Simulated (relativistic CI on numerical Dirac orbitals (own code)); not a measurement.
Method of calculation: Dirac-Coulomb-Breit CI, orbitals from a KLI potential per configuration, model QED, unscaled Slater integrals (own radial code, finite nucleus).

The strongest absorption lines from the ground level of an ion, among the configurations computed and to levels below about 415 eV (vacuum wavelength in Å, gf): 57.377 (0.34), 59.387 (1.8), 59.741 (0.78), 60.194 (0.8), 67.298 (0.06), 75.535 (0.32), 76.117 (0.19), 77.555 (0.13).

(1) Which ion is it?
A. Cd XXXII
B. Cd XXXIV
C. Mo XXVI
D. Sb XXXV

Answers

(1) A. Cd XXXII has 17 electrons and the ground level 3s2.3p5 2P°_3/2; the strongest line goes to 3s2.3p4.3d 2D_5/2. The pattern of lines fixes the number of electrons, and along that sequence the line energies rise steadily with the charge (about as its square where n changes within one kind of shell, about linearly where n is kept but much faster in heavy ions where fine structure, which grows about as Z⁴, sets the gap, and irregularly where shells cross), which fixes Z. Configurations outside the model, such as inner-shell arrays, can give stronger lines. At this charge energies of transitions that change n are usually good to better than 1 %, and those within a shell (Δn = 0) to a few per cent.

LS names give the leading component of a level, which can be under half, so a name can repeat, a term be missing and a line seem to break the LS rules.
